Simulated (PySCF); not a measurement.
B3LYP has the VWN-RPA correlation part, as in Gaussian. Excitations are Tamm–Dancoff values on a coarser integration grid. The basis has no diffuse functions, so Rydberg states are missing or too high.

Z-matrix (Å, degrees):
```
Si
N 1 1.5923
H 2 1.0097 1 125.14
H 1 1.4862 2 130.57 3 0.00
C 1 1.8786 4 114.56 2 180.00
N 5 1.2703 1 122.80 4 -179.96
H 6 1.0253 5 110.87 1 0.00
H 5 1.0947 6 117.32 7 180.00
```
Charge 0, multiplicity 1.

Task: What is the computed total energy, T1 excitation (TDA) and HOMO (PySCF with B3LYP-D3(BJ)/def2-TZVP)?

Result: 
```yaml
total_energy: -439.5556 Ha
T1 excitation (TDA): 2.79 eV
HOMO: -7.43 eV
```
